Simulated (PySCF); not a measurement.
C3H4Cl2, SMILES ClC1(Cl)CC1. The structure is a stationary point at PBE-D3(BJ)/def2-SVP.

The numbers are results of PBE-D3(BJ)/def2-SVP (PySCF), not measurements.

Harmonic wavenumbers (cm⁻¹): 262, 284, 285, 396, 492, 678, 739, 860, 901, 958, 1003, 1024, 1095, 1124, 1245, 1363, 1414, 3072, 3073, 3170, 3178. Rotational constants (GHz): 3.908, 2.815, 1.888; symmetry number 2.

Q: Work out the zero-point energy and the ideal-gas rigid-rotor harmonic-oscillator thermochemistry at 298.15 K and 1 atm.

A: ZPE = ½ Σ hcν = ½ × 26615 cm⁻¹ = 159.20 kJ/mol. H − E(el) = 175.47 kJ/mol. Entropy in J/(mol K): translation 167.48, rotation 107.79, vibration 32.21, total 307.47. G − E(el) = 83.79 kJ/mol. Cp = 86.27 J/(mol K).
